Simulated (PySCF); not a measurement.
1-fluorosilolane (C4H9FSi), SMILES C1C[SiH](F)CC1. Atoms are numbered in the order given.

```xyz
15

F     -0.6349     1.8910    -0.8734
Si    -0.2816     0.8798     0.3667
C      1.4384     0.1309     0.1757
C      1.1447    -1.2625    -0.4283
C     -0.1307    -1.8231     0.2315
C     -1.2373    -0.7406     0.1914
H     -0.5130     1.6637     1.6103
H      1.8969     0.0251     1.1756
H      2.1296     0.7322    -0.4345
H      1.9946    -1.9542    -0.3083
H      0.9730    -1.1608    -1.5148
H      0.0952    -2.0762     1.2829
H     -0.4539    -2.7593    -0.2521
H     -1.7316    -0.7284    -0.7963
H     -2.0251    -0.9059     0.9418
```

Geometry: B3LYP-D3(BJ)/def2-SVP. Other conformers were not sampled.

Calculation: PBE0/pcSseg-1 (PySCF).

GIAO shieldings, no solvent; atoms listed in one row are averaged. δ = σ(ref) − σ: ¹⁹F against CFCl3 (σ = 167.2 ppm); ²⁹Si against TMS (σ = 352.7 ppm); ¹³C against TMS (σ = 186.3 ppm); ¹H against TMS (σ = 31.56 ppm), references at their B3LYP-D3(BJ)/def2-TZVP geometries, non-relativistic.

Task: Estimate the chemical shifts. (Estimate from the structure and the level; the computed values follow.)

Result: 
```csv
nucleus,atoms,count,δ (ppm)
¹⁹F,F1,1,-204.0
²⁹Si,Si2,1,46.6
¹³C,"C4, C5",2,30.9
¹³C,"C3, C6",2,17.2
¹H,H7,1,5.67
¹H,H13,1,2.30
¹H,H10,1,2.24
¹H,H11,1,1.68
¹H,H15,1,1.36
¹H,H9,1,1.34
¹H,H12,1,1.25
¹H,H14,1,0.96
¹H,H8,1,0.53
```
